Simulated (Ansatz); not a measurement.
The first iterations of a band of BrH + F2H2Si (7 atoms, charge 0, multiplicity 1).

The calculation used Ansatz, RHF/def2-SVP.

```
movable images  : 7
climbing image  : yes
spring          : 5.0 eV/Å²
optimiser       : quadratic models (default)
start path      : through a guess of the saddle point
force threshold : 0.05 eV/Å
iteration limit : 60
end points      : relaxed
```

Initial state:

```xyz
7
Properties=species:S:1:pos:R:3
Si 0.427 0.124 -0.129
H 0.913 0.567 1.176
F 1.676 -0.317 -1.020
H -0.351 1.116 -0.868
F -0.472 -1.187 0.077
Br -2.942 0.438 2.119
H -2.602 -0.846 1.652
```

Final state:

```xyz
7
Properties=species:S:1:pos:R:3
Si -0.736 -0.237 -0.671
H 0.522 0.459 2.871
F 0.329 -0.881 0.320
H -0.563 1.205 -0.714
F -0.464 -0.860 -2.107
Br -2.749 -0.803 -0.019
H 0.310 1.011 3.328
```

| iteration | highest image above the first end (eV) | largest band force component (eV/Å) |
| --- | --- | --- |
| 1 | 6.226 | 24.150 |
| 2 | 2.956 | 9.533 |
| 3 | 2.476 | 3.615 |
| 4 | 2.368 | 1.836 |
| 5 | 1.950 | 1.466 |
| 6 | 1.939 | 3.258 |
| 7 | 1.723 | 0.899 |
| 8 | 1.583 | 1.091 |

Problem. Does the band converge within its limit, and where does its top end?

Solution. It converged. It ended after 25 iterations with the highest image 2.422 eV above the first end. Neighbouring images differ by up to 2.1 eV, so the band resolves the path poorly. A vibrational analysis at the climbing image gives one clearly imaginary mode, 975i cm⁻¹: a first-order saddle point. The orbitals stay closed-shell, which can raise the energy where a bond breaks towards radicals; this wasn't checked here.

Run time: 4.8 min on 1 thread of Intel(R) Xeon(R) Platinum 8488C (Sapphire Rapids) (shared host), peak memory 0.22 GiB.
